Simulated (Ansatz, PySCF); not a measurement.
In(OH)2(OSiH3) (H₅InO₃Si), SMILES [OH][In]([OH])[O][SiH3].

Geometry: PBE0-D3(BJ)/def2-SVP. The def2 effective core potentials stand for the cores of In; spin–orbit coupling is left out. Other conformers were not sampled.

Vertical ionisation energy (IE) and electron affinity (EA) in eV. Rows of orbital energies are one-electron estimates. Where ΔSCF, EOM or ADC give a negative EA the extra electron is unbound and the value depends on the basis.

```json
[
 {"level": "−ε(HOMO), −ε(LUMO), ωB97X/def2-TZVP (PySCF)", "IE": "10.85", "EA": "0.32"},
 {"level": "−ε(HOMO), −ε(LUMO), PBE/def2-TZVP (PySCF)", "IE": "___", "EA": "___"},
 {"level": "ΔSCF, PBE0/def2-SVPD (Ansatz), final states of multiplicity 2 and 2", "IE": "10.40", "EA": "0.83"},
 {"level": "ΔSCF, PBE/def2-SVPD (Ansatz), final states of multiplicity 2 and 2", "IE": "9.76", "EA": "0.98"}
]
```

### Question
Fill in the missing entries. (The exact figures need the calculation; the answer reports its results.)

### Answer

- −ε(HOMO), −ε(LUMO), PBE/def2-TZVP (PySCF), IE: 6.93
- −ε(HOMO), −ε(LUMO), PBE/def2-TZVP (PySCF), EA: 3.21

### Question
What vertical singlet–triplet gap does ΔSCF give with PBE0/def2-SVPD (Ansatz, a first-principles code) and with PBE/def2-SVPD (Ansatz)? (The exact figures need the calculation; the answer reports its results.)

### Answer
4.57 and 3.87 eV (triplet above singlet where positive).
